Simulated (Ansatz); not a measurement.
Ansatz (a program for electronic structure) input (MP2/LANL2DZ): The .json file is the Basis Set Exchange's LANL2DZ.

Ansatz 0.2 input:
```yaml
crystal:
  periodic: [false, false, false]
  atoms:
    - {symbol: Rb, position_ang: [-0.00000000, -0.00000000, -2.26731938]}
    - {symbol: I, position_ang: [0.00000000, 0.00000000, 1.58284561]}
basis:
  gaussian:
    orbitals: LANL2DZ.json
total_charge: 1
magnetization: {spin_polarized: true, initial_magnetization: 1}
correlation: {method: mp2, electrons: outside_noble_gas}
relax: {f_tol: 0.003, max_steps: 120}
```

Output:

```
WARN ansatz: RAYON_NUM_THREADS=1 ignored (pool sized by the plan → 1); use --threads N
Functional definition: HF
these checks for a lower state are left out or cut short: cluster_reference
integrals: 0.00 GiB planned
320 factors; integrals over basis functions are off by at most 1.9e-4 eV
mean field: 0.05 GiB planned
mean field evaluation 1: about -941.3533 eV, gradient 4.9e0 eV
mean field evaluation 2: about -941.3550 eV, gradient 4.9e0 eV
mean field evaluation 4: about -941.6042 eV, gradient 9.4e-2 eV
mean field evaluation 8: about -941.6043 eV, gradient 1.8e-5 eV
mean field evaluation 16: about -941.6043 eV, gradient 3.6e-6 eV
mean field evaluation 32: about -941.5790 eV, gradient 9.1e-1 eV
mean field -941.60433916 eV, -34.6033212218 hartree, gradient 2.6e-6 eV, S^2 0.750556; 9 other end points of the search recorded, 0 dependent functions left out
4 core orbitals not correlated, not the lowest: weight in the atoms' cores, before any rotation towards them, 0.976 or more for the frozen orbitals, at most 0.023 for the correlated occupied ones
reference -941.60433916 eV, -34.6033212218 hartree; 4, 3 occupied and 12, 13 virtual orbitals, 320 factors
densities: 0.04 GiB planned
second order -0.24717088 eV of doubles, -0.00000000 eV of singles
the calculation of the forces begins
relax step   1: F+E_penalty+E_count = -941.85151004 eV  Δ(F+E_penalty+E_count) = +0.000e0 eV  max|allowed force component| = 1.976e-1 eV/Å  Δτ_max = 0.0000 Å  (146 SCF iters, accepted)
these checks for a lower state are left out or cut short: starts, cluster_reference, orbital_swaps, neighbouring_geometries, increment
integrals: 0.00 GiB planned
320 factors; integrals over basis functions are off by at most 1.9e-4 eV
mean field: 0.05 GiB planned
mean field -941.60983855 eV, -34.6035233207 hartree, gradient 1.3e-6 eV, S^2 0.750560; 0 other end points of the search recorded, 0 dependent functions left out
4 core orbitals not correlated, not the lowest: weight in the atoms' cores, before any rotation towards them, 0.980 or more for the frozen orbitals, at most 0.020 for the correlated occupied ones
reference -941.60983855 eV, -34.6035233207 hartree; 4, 3 occupied and 12, 13 virtual orbitals, 320 factors
densities: 0.04 GiB planned
second order -0.24702972 eV of doubles, -0.00000000 eV of singles
the calculation of the forces begins
mean field evaluation 64: about -941.6085 eV, gradient 8.0e-3 eV
relax step   2: F+E_penalty+E_count = -941.85686827 eV  Δ(F+E_penalty+E_count) = -5.358e-3 eV  max|allowed force component| = 1.734e-1 eV/Å  Δτ_max = 0.0145 Å  (19 SCF iters, accepted)
these checks for a lower state are left out or cut short: starts, cluster_reference, orbital_swaps, neighbouring_geometries, increment
integrals: 0.00 GiB planned
320 factors; integrals over basis functions are off by at most 2.2e-4 eV
mean field: 0.05 GiB planned
mean field -941.63487960 eV, -34.6044435621 hartree, gradient 2.8e-6 eV, S^2 0.750583; 0 other end points of the search recorded, 0 dependent functions left out
4 core orbitals not correlated, not the lowest: weight in the atoms' cores, before any rotation towards them, 0.993 or more for the frozen orbitals, at most 0.007 for the correlated occupied ones
reference -941.63487960 eV, -34.6044435621 hartree; 4, 3 occupied and 12, 13 virtual orbitals, 320 factors
densities: 0.04 GiB planned
second order -0.24546767 eV of doubles, -0.00000000 eV of singles
the calculation of the forces begins
relax step   3: F+E_penalty+E_count = -941.88034726 eV  Δ(F+E_penalty+E_count) = -2.348e-2 eV  max|allowed force component| = 3.868e-2 eV/Å  Δτ_max = 0.1205 Å  (22 SCF iters, accepted)
these checks for a lower state are left out or cut short: starts, cluster_reference, orbital_swaps, neighbouring_geometries, increment
integrals: 0.00 GiB planned
320 factors; integrals over basis functions are off by at most 2.3e-4 eV
mean field: 0.05 GiB planned
mean field -941.63829791 eV, -34.6045691830 hartree, gradient 2.7e-6 eV, S^2 0.750589; 0 other end points of the search recorded, 0 dependent functions left out
4 core orbitals not correlated, not the lowest: weight in the atoms' cores, before any rotation towards them, 0.996 or more for the frozen orbitals, at most 0.004 for the correlated occupied ones
reference -941.63829791 eV, -34.6045691830 hartree; 4, 3 occupied and 12, 13 virtual orbitals, 320 factors
densities: 0.04 GiB planned
second order -0.24408072 eV of doubles, -0.00000000 eV of singles
the calculation of the forces begins
relax step   4: F+E_penalty+E_count = -941.88237863 eV  Δ(F+E_penalty+E_count) = -2.031e-3 eV  max|allowed force component| = 1.112e-2 eV/Å  Δτ_max = 0.0907 Å  (24 SCF iters, accepted)
these checks for a lower state are left out or cut short: starts, cluster_reference, orbital_swaps, neighbouring_geometries, increment
integrals: 0.00 GiB planned
320 factors; integrals over basis functions are off by at most 2.3e-4 eV
mean field: 0.05 GiB planned
mean field -941.63816274 eV, -34.6045642156 hartree, gradient 1.8e-6 eV, S^2 0.750588; 0 other end points of the search recorded, 0 dependent functions left out
4 core orbitals not correlated, not the lowest: weight in the atoms' cores, before any rotation towards them, 0.995 or more for the frozen orbitals, at most 0.005 for the correlated occupied ones
reference -941.63816274 eV, -34.6045642156 hartree; 4, 3 occupied and 12, 13 virtual orbitals, 320 factors
densities: 0.04 GiB planned
second order -0.24451018 eV of doubles, -0.00000000 eV of singles
the calculation of the forces begins
relax step   5: F+E_penalty+E_count = -941.88267293 eV  Δ(F+E_penalty+E_count) = -2.943e-4 eV  max|allowed force component| = 7.843e-4 eV/Å  Δτ_max = 0.0274 Å  (19 SCF iters, accepted)
these checks for a lower state are left out or cut short: cluster_reference
integrals: 0.00 GiB planned
320 factors; integrals over basis functions are off by at most 2.3e-4 eV
mean field: 0.05 GiB planned
mean field evaluation 96: about -941.6382 eV, gradient 1.8e-6 eV
mean field evaluation 128: about -941.6379 eV, gradient 7.3e-2 eV
mean field -941.63816274 eV, -34.6045642156 hartree, gradient 1.8e-6 eV, S^2 0.750588; 9 other end points of the search recorded, 0 dependent functions left out
4 core orbitals not correlated, not the lowest: weight in the atoms' cores, before any rotation towards them, 0.995 or more for the frozen orbitals, at most 0.005 for the correlated occupied ones
reference -941.63816274 eV, -34.6045642156 hartree; 4, 3 occupied and 12, 13 virtual orbitals, 320 factors
densities: 0.04 GiB planned
second order -0.24451018 eV of doubles, -0.00000000 eV of singles
the calculation of the forces begins
Total energy: -941.88267293 eV, -34.6135497992 hartree
Atom 0 at     0.000000     0.000000    -2.465549 Å, force     0.000000    -0.000000    -0.000784 eV/Å
Atom 1 at    -0.000000    -0.000000     1.781076 Å, force    -0.000000     0.000000     0.000784 eV/Å
Dipole moment:     0.000000     0.000000    -2.412230 e Å
Checks for a lower state left out: cluster_reference
```

The dipole moment of an ion depends on the origin.
